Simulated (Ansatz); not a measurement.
Consider the formal exchange of groups at a C–B bond: `BCC=O` + `NCS` → `NC(S)CC=O` + BH₃.

Calculated with Ansatz (gas phase, PBE0-D4/def2-TZVP geometries, no zero-point term in ΔE). CCSD(T)/CBS is the MP2 limit (def2-TZVPP, def2-QZVPP) plus CCSD(T) − MP2 in def2-TZVPP, frozen cores. This one scheme is used for every species. Each species was taken in one conformer, which may not be the lowest.

| species | CCSD(T)/CBS(def2) energy (Eh) |
| --- | --- |
| `BCC=O` | -179.04215 |
| `NCS` | -493.52417 |
| `NC(S)CC=O` | -645.99846 |
| BH₃ | -26.55200 |

(1) Work out ΔE.

Largest T1 diagnostic among the species: 0.014.

Results:

(1) ΔE = (-645.99846) + (-26.55200) − (-179.04215) − (-493.52417) = 0.01586 Eh = +10.0 kcal/mol.

The D4 term adds −2.4 kcal/mol with B3LYP and −1.4 kcal/mol with PBE0; it sums over pairs of atoms, weighted by their polarisabilities, and B3LYP, whose exchange is more repulsive, gets the larger term. In def2-TZVPP, CCSD(T) changes the Hartree–Fock value by −2.4 kcal/mol (the triples alone add −0.6 kcal/mol) and MP2 by −3.1 kcal/mol.

B3LYP here is the variant with VWN-RPA as its local correlation; programs differ in this.
